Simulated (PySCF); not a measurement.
Spinor energies of Cl²⁺ (chlorine, charge +2)

Start: [Ne] 3s1 3p3 4s1; 3s1/2 filled at m_j = +1/2; 3p3/2 filled at m_j = -1/2, +1/2, +3/2; 4s1/2 filled at m_j = +1/2. Calculated with PySCF 2.14 in x2c-TZVPall-2c with one added diffuse shell each of s, p type (6s7p2d1f, 44 functions): generalised Hartree-Fock with the X2C-1e Hamiltonian and a Gaussian nucleus; one run each with spin-orbit coupling (SO) switched off, then screened by Boettger's factors. This is a chosen level, not necessarily the ground level.

```
spinor shell  electrons  ε, spin-free (eV)  ε, screened SO (eV)  weight of nominal j (screened SO)  rms radius, screened SO (bohr)
       1s1/2          2            -2901.8              -2901.8                              1.000                           0.105
       2s1/2          2            -326.69              -326.69                              1.000                           0.478
       2p1/2          2            -256.21              -258.24                              0.746                           0.448
       2p3/2          4            -256.21              -255.20                              0.873                           0.450
       3s1/2          1            -65.800              -65.799                              1.000                            1.48
       3p3/2          3            -46.808              -46.809                              0.661                            1.64
       4s1/2          1            -17.723              -17.723                              1.000                            3.83
```

```json
{"quantity": "E (hartree)", "spin-free": "-458.59237", "screened SO": "-458.59344"}
{"quantity": "M_J", "spin-free": "5/2", "screened SO": "5/2"}
{"quantity": "⟨J²⟩", "spin-free": "8.750", "screened SO": "8.750"}
{"quantity": "⟨L²⟩", "spin-free": "0.000", "screened SO": "0.000"}
{"quantity": "⟨S²⟩", "spin-free": "8.750", "screened SO": "8.749"}
```

Each row is a mean over spinors that exchange with the open shell spreads, by up to 2.987 eV (2p3/2).

Rows whose weight is well below 1 are mixtures of j = l ± 1/2: exchange outweighs spin-orbit coupling there, and the label is only the starting occupation.

Without spin-orbit coupling the j labels of p, d and f shells carry no meaning; the spin-free column gives the mean over the occupied spinors of each nl shell.
